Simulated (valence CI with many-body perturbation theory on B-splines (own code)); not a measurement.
**E1 line list for Os LXXI**

Calculated by valence CI with perturbative core correlation (CI+MBPT): four valence electrons over a frozen Dirac-Fock core [He], radial functions for each j: 11 s, 11 p, 10 d, 8 f, 5 g, 2 h, with the one-electron correlation potential Σ1 (screened to all orders), the two-electron term Σ2, the three-electron term Σ3, Breit, model QED; selected single and double excitations, second order for the rest, scaled by the run's own slope (own B-spline code, finite nucleus).

No measured spectrum was set against this ion. As an estimate, large intervals hold to a few tenths of a per cent, small ones and those within an open d or f shell to about a per cent. Among the levels kept, up to 1300 cm⁻¹ of a level comes from second order outside the variational space, and about a tenth of that is noise between levels of different J, which matters for small intervals.

Lines 201 to 250 of 600 in falling wavelength, among levels below 1142.7 Ry, chosen from the strongest by gf and those to the six lowest levels. Wavelengths and rates use the calculated energies. Electric multipoles are in the length gauge with retardation, E1 and E2 with the static RPA response of the core. Weak lines are less certain than strong ones. Lines between different terms over intervals too small for the method are left out, as are lines whose strength nearly cancels. The highest levels of a list are the least certain.

Levels are named by their leading jj configuration (3d3/2^4 stands for four electrons in 3d with j = 3/2), which in mixed levels can hold well under half, so a name can repeat and another be missing. Letters in brackets count levels of one name in rising energy.

| λ vac (Å) | Upper | Lower | A (s⁻¹) | S (a.u.) |
| --- | --- | --- | --- | --- |
| 6.286 | (2s 2p1/2 2p3/2 3d3/2) J=1 [d] | (2s^2 2p1/2 3d3/2) J=1 | 1.16e+13 | 4.27e-03 |
| 6.283 | (2p1/2^2 2p3/2 3p3/2) J=3 | (2s 2p1/2^2 3p3/2) J=2 | 1.13e+13 | 9.66e-03 |
| 6.283 | (2s 2p3/2^2 3p3/2) J=2 [c] | (2s^2 2p3/2 3p3/2) J=2 | 1.37e+13 | 8.41e-03 |
| 6.282 | (2p1/2^2 2p3/2 3d5/2) J=4 | (2s 2p1/2^2 3d5/2) J=3 | 1.01e+13 | 1.11e-02 |
| 6.278 | (2s 2p1/2 2p3/2 3p1/2) J=0 | (2s^2 2p1/2 3p1/2) J=1 | 1.72e+13 | 2.10e-03 |
| 6.278 | (2s 2p1/2 2p3/2 3s) J=0 | (2s^2 2p1/2 3s) J=1 | 1.70e+13 | 2.08e-03 |
| 6.275 | (2s 2p1/2 2p3/2 3p1/2) J=1 [b] | (2s^2 2p1/2 3p1/2) J=1 | 1.66e+13 | 6.07e-03 |
| 6.274 | (2s 2p1/2 2p3/2 3s) J=1 [b] | (2s^2 2p1/2 3s) J=1 | 1.37e+13 | 5.00e-03 |
| 6.273 | (2s 2p1/2 2p3/2 3d3/2) J=3 [c] | (2s^2 2p1/2 3d3/2) J=2 | 1.35e+13 | 1.15e-02 |
| 6.273 | (2p1/2 2p3/2^3) J=2 | (2s 2p1/2 2p3/2^2) J=1 [a] | 3.50e+12 | 2.13e-03 |
| 6.267 | (2p1/2^2 2p3/2 3d3/2) J=2 | (2s 2p1/2^2 3d3/2) J=2 | 5.85e+12 | 3.56e-03 |
| 6.267 | (2s 2p3/2^2 3p3/2) J=1 [c] | (2s^2 2p3/2 3p3/2) J=0 | 6.06e+12 | 2.21e-03 |
| 6.267 | (2s 2p1/2 2p3/2 3p1/2) J=2 [c] | (2s^2 2p1/2 3p1/2) J=1 | 1.50e+13 | 9.10e-03 |
| 6.267 | (2s 2p1/2 2p3/2 3d3/2) J=1 [c] | (2s^2 2p1/2 3d3/2) J=2 | 1.37e+13 | 5.00e-03 |
| 6.266 | (2s 2p1/2 2p3/2 3d5/2) J=2 [b] | (2s^2 2p1/2 3d5/2) J=3 | 4.22e+12 | 2.56e-03 |
| 6.266 | (2s 2p1/2 2p3/2 3p1/2) J=1 [c] | (2s^2 2p1/2 3p1/2) J=0 | 1.58e+13 | 5.76e-03 |
| 6.265 | (2s 2p1/2 2p3/2 3d3/2) J=2 [e] | (2s^2 2p1/2 3d3/2) J=1 | 7.18e+12 | 4.36e-03 |
| 6.262 | (2s 2p1/2 2p3/2 3d5/2) J=3 [d] | (2s^2 2p1/2 3d5/2) J=3 | 1.49e+13 | 1.26e-02 |
| 6.260 | (2s 2p3/2^2 3d3/2) J=2 [b] | (2s^2 2p3/2 3d3/2) J=1 | 4.71e+12 | 2.85e-03 |
| 6.256 | (2p1/2 2p3/2^2 3s) J=1 [b] | (2s 2p1/2 2p3/2 3s) J=2 [c] | 1.39e+13 | 5.04e-03 |
| 6.255 | (2p1/2 2p3/2^2 3p1/2) J=1 [b] | (2s 2p1/2 2p3/2 3p1/2) J=2 [c] | 1.42e+13 | 5.13e-03 |
| 6.252 | (2s 2p1/2 2p3/2 3d5/2) J=2 [b] | (2s^2 2p1/2 3d5/2) J=2 | 1.15e+13 | 6.91e-03 |
| 6.251 | (2s 2p3/2^2 3d3/2) J=1 [b] | (2s^2 2p3/2 3d3/2) J=2 | 1.54e+13 | 5.57e-03 |
| 6.250 | (2s 2p1/2 2p3/2 3d5/2) J=2 [c] | (2s^2 2p1/2 3d5/2) J=3 | 1.25e+13 | 7.52e-03 |
| 6.250 | (2p1/2 2p3/2^2 3s) J=0 | (2s 2p1/2 2p3/2 3s) J=1 [c] | 2.01e+13 | 2.42e-03 |
| 6.248 | (2p1/2^2 2p3/2 3d3/2) J=2 | (2s 2p1/2^2 3d3/2) J=1 | 5.35e+12 | 3.22e-03 |
| 6.248 | (2s 2p3/2^2 3d3/2) J=3 [b] | (2s^2 2p3/2 3d3/2) J=3 | 1.69e+13 | 1.42e-02 |
| 6.247 | (2p1/2 2p3/2^2 3p1/2) J=1 [b] | (2s 2p1/2 2p3/2 3p1/2) J=1 [b] | 8.16e+12 | 2.95e-03 |
| 6.247 | (2s 2p1/2 2p3/2 3d5/2) J=1 [c] | (2s^2 2p1/2 3d5/2) J=2 | 1.55e+13 | 5.59e-03 |
| 6.246 | (2s 2p1/2 2p3/2 3p3/2) J=1 [c] | (2s^2 2p1/2 3p3/2) J=1 | 1.01e+13 | 3.65e-03 |
| 6.246 | (2s 2p1/2 2p3/2 3p3/2) J=2 [d] | (2s^2 2p1/2 3p3/2) J=2 | 1.38e+13 | 8.28e-03 |
| 6.246 | (2p1/2^2 2p3/2 3p1/2) J=1 | (2s 2p1/2^2 3p1/2) J=0 | 7.73e+12 | 2.79e-03 |
| 6.245 | (2s 2p3/2^2 3p3/2) J=0 | (2s^2 2p3/2 3p3/2) J=1 | 2.48e+13 | 2.98e-03 |
| 6.244 | (2p1/2^2 2p3/2 3d5/2) J=3 | (2s 2p1/2^2 3d5/2) J=2 | 4.73e+12 | 3.98e-03 |
| 6.244 | (2s 2p1/2 2p3/2 3s) J=2 [c] | (2s^2 2p1/2 3s) J=1 | 1.45e+13 | 8.71e-03 |
| 6.243 | (2p1/2 2p3/2^2 3p1/2) J=0 | (2s 2p1/2 2p3/2 3p1/2) J=1 [c] | 2.52e+13 | 3.03e-03 |
| 6.242 | (2p1/2^2 2p3/2 3d3/2) J=3 | (2s 2p1/2^2 3d3/2) J=2 | 1.01e+13 | 8.51e-03 |
| 6.242 | (2s 2p1/2 2p3/2 3s) J=1 [c] | (2s^2 2p1/2 3s) J=0 | 1.28e+13 | 4.62e-03 |
| 6.239 | (2p1/2^2 2p3/2 3p1/2) J=2 | (2s 2p1/2^2 3p1/2) J=1 | 1.14e+13 | 6.82e-03 |
| 6.239 | (2s 2p3/2^2 3s) J=1 [b] | (2s^2 2p3/2 3s) J=1 | 2.16e+13 | 7.77e-03 |
| 6.239 | (2s 2p3/2^2 3d5/2) J=2 [c] | (2s^2 2p3/2 3d5/2) J=1 | 4.90e+12 | 2.94e-03 |
| 6.236 | (2s 2p3/2^2 3d5/2) J=3 [c] | (2s^2 2p3/2 3d5/2) J=2 | 6.19e+12 | 5.19e-03 |
| 6.236 | (2s 2p1/2 2p3/2 3d5/2) J=2 [c] | (2s^2 2p1/2 3d5/2) J=2 | 3.45e+12 | 2.07e-03 |
| 6.236 | (2s 2p3/2^2 3d3/2) J=1 [c] | (2s^2 2p3/2 3d3/2) J=0 | 8.71e+12 | 3.13e-03 |
| 6.233 | (2s 2p3/2^2 3s) J=1 [a] | (2s^2 2p3/2 3s) J=2 | 1.19e+13 | 4.25e-03 |
| 6.230 | (2s 2p3/2^2 3p3/2) J=3 [b] | (2s^2 2p3/2 3p3/2) J=3 | 1.90e+13 | 1.59e-02 |
| 6.229 | (2s 2p3/2^2 3p1/2) J=1 [b] | (2s^2 2p3/2 3p1/2) J=2 | 1.18e+13 | 4.21e-03 |
| 6.226 | (2p1/2 2p3/2^2 3s) J=1 [b] | (2s 2p1/2 2p3/2 3s) J=1 [b] | 6.92e+12 | 2.47e-03 |
| 6.225 | (2s 2p3/2^2 3p1/2) J=1 [a] | (2s^2 2p3/2 3p1/2) J=1 | 2.10e+13 | 7.51e-03 |
| 6.225 | (2s 2p3/2^2 3p1/2) J=2 [b] | (2s^2 2p3/2 3p1/2) J=2 | 2.19e+13 | 1.30e-02 |
